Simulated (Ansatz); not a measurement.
Input (CCSDT(Q)/aug-cc-pVTZ; Ansatz, a program for electronic structure):

Ansatz 0.2 input:
```yaml
crystal:
  periodic: [false, false, false]
  atoms:
    - {symbol: Br, position_ang: [0.00000000, 0.00000000, 0.00000000]}
basis:
  gaussian:
    orbitals: aug-cc-pVTZ
total_charge: 1
magnetization: {spin_polarized: true, initial_magnetization: 2}
correlation: {method: ccsdt_q, electrons: outside_noble_gas}
scf: {lower_state_search: full}
```

Output:

```
Functional definition: HF
integrals: 0.06 GiB planned
536 factors; integrals over basis functions are off by at most 4.3e-8 eV
mean field: 0.16 GiB planned
mean field evaluation 1: about -69988.7883 eV, gradient 7.8e0 eV
mean field evaluation 2: about -69988.7945 eV, gradient 7.8e0 eV
mean field evaluation 4: about -69989.0453 eV, gradient 8.9e-1 eV
mean field evaluation 8: about -69989.0529 eV, gradient 2.8e-3 eV
mean field evaluation 16: about -69989.0456 eV, gradient 9.9e-1 eV
mean field evaluation 32: about -69989.0529 eV, gradient 2.2e-3 eV
mean field evaluation 64: about -69988.9540 eV, gradient 6.4e0 eV
mean field evaluation 96: about -69989.0529 eV, gradient 5.6e-4 eV
mean field -69989.05289915 eV, -2572.0502537597 hartree, gradient 2.1e-6 eV, S^2 2.009706; 5 other end points of the search recorded, 0 dependent functions left out
14 core orbitals not correlated
reference -69989.05289915 eV, -2572.0502537597 hartree; 4, 2 occupied and 41, 43 virtual orbitals, 536 factors
second order -2.86173878 eV of doubles, -0.00000000 eV of singles
coupled cluster: 0.31 GiB planned
cycle   1  -3.27238124 eV  change   -4.1e-1 eV  update   4.5e-2
cycle   2  -3.50764578 eV  change   -2.4e-1 eV  update   1.7e-2
cycle   3  -3.50294795 eV  change    4.7e-3 eV  update   3.1e-3
cycle   4  -3.50388184 eV  change   -9.3e-4 eV  update   1.2e-3
cycle   5  -3.50361119 eV  change    2.7e-4 eV  update   2.9e-4
cycle   6  -3.50344151 eV  change    1.7e-4 eV  update   1.2e-4
cycle   7  -3.50357976 eV  change   -1.4e-4 eV  update   3.7e-5
cycle   8  -3.50358267 eV  change   -2.9e-6 eV  update   9.8e-6
cycle   9  -3.50356697 eV  change    1.6e-5 eV  update   3.4e-6
cycle  10  -3.50356710 eV  change   -1.3e-7 eV  update   1.0e-6
cycle  11  -3.50356796 eV  change   -8.6e-7 eV  update   3.4e-7
cycle  12  -3.50356785 eV  change    1.1e-7 eV  update   8.1e-8
perturbative correction -0.00192662 eV, -0.0000708021 hartree
Total energy: -69992.55839362 eV, -2572.1790783056 hartree
```
